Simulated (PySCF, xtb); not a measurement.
CdCl, SMILES [Cl][Cd] (connectivity only; charge and spin as stated), neutral, multiplicity 2.

Harmonic wavenumbers (cm⁻¹) from GFN2-xTB run with xtb 6.7.1 at its own minimum, in rising order: 229.

Task: What does r2SCAN-D4/def2-TZVPD (PySCF) give at its own minimum? (The exact figures need the calculation; the answer reports its results.)

Result: 309. Paired by order, the mean absolute difference is 80 cm⁻¹ and the zero-point energies are 0.3 and 0.4 kcal/mol.
